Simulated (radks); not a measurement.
Values are calculated unless marked as measured or tabulated.
Problem. The chromium ion Cr+, [Ar] 3d5. Code: a radial shooting solver on a logarithmic mesh with Libxc functionals. Model: non-relativistic Kohn-Sham, exchange-only B88, spin-polarised, spherical densities, point nucleus. Every spin shell is full or empty, so the densities are truly spherical. Functionals are evaluated on that one density, not self-consistently. Rank these orbital-free kinetic functionals by their error against the exact value of the orbitals, and give that value: Thomas-Fermi, von Weizsacker, TF + vW, TF + vW/9, TF + vW/5, LC94, APBEK, Thakkar, Pearson, LKT, PG1, DePristo-Kress, Ernzerhof.

Solution. Exact: 1043.23 hartree. From best to worst, with 100 (|E| - |E exact|)/|E exact| (equal figures are ties): LC94 -0.03, APBEK +0.07, DePristo-Kress -0.10, Ernzerhof -0.31, Thakkar -0.39, TF + vW/9 -0.78, Pearson -1.37, TF + vW/5 +3.97, Thomas-Fermi -6.71, PG1 +20.63, LKT +25.84, von Weizsacker -46.58, TF + vW +46.70.
